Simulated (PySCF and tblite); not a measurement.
Results of a calculation; reference values are marked as such.
C8H10S2, numbered as in [CH3:1][S:2][c:3]1[cH:4][cH:5][cH:6][cH:7][c:8]1[S:9][CH3:10].

Free energies: B3LYP-D3(BJ)/pcSseg-1 (IEF-PCM, tetrahydrofuran) on GFN2-xTB structures plus GFN2-xTB thermal terms, symmetry and mirror images included. Conformers within 2.5 kcal/mol (GFN2-xTB free energy) were kept, 4 at most. GIAO shieldings: B3LYP/pcSseg-1 (IEF-PCM, tetrahydrofuran). Shifts are against TMS (¹H), TMS (¹³C) at the same level. Codes: tblite and PySCF.

Question: What shifts does this protocol give at 298.15 K under fast conformational exchange?

Answer: ¹H: 7.56 (H4/H7, 2H), 7.49 (H5/H6, 2H), 2.48 (H1/H10, 6H) ppm. ¹³C: 149.5 (C3/C8), 136.2 (C4/C7), 133.9 (C5/C6), 22.9 (C1/C10) ppm.

Question: How do the conformers differ?

Answer: Torsions listed: C1–S2–C3–C4, C3–C8–S9–C10. Of a mirror pair one member is shown.
```
conformer        shape  weight %
        1  101°, -176°      95.6
        2   114°, -66°       4.4
```

| signal | 1 | 2 | average |
| --- | --- | --- | --- |
| H1/H10 | 2.46 | 2.84 | 2.48 |
| H4/H7 | 7.54 | 8.00 | 7.56 |
| H5/H6 | 7.48 | 7.59 | 7.49 |
| C1/C10 | 22.7 | 27.0 | 22.9 |
| C3/C8 | 149.4 | 151.9 | 149.5 |
| C4/C7 | 135.8 | 144.1 | 136.2 |
| C5/C6 | 133.8 | 136.4 | 133.9 |

Question: Which signal moves most, for its nucleus, between 250 and 350 K through the change of populations alone?

Answer: C4/C7: 136.0 ppm at 250 K, 136.2 ppm at 298.15 K, 136.3 ppm at 350 K.

The minima are those of GFN2-xTB; planar forms about aryl–S or allylic bonds may be saddles in DFT. Shifts are unscaled: against experiment ¹³C can be off by 15 ppm or more and ¹H by 0.8 ppm.
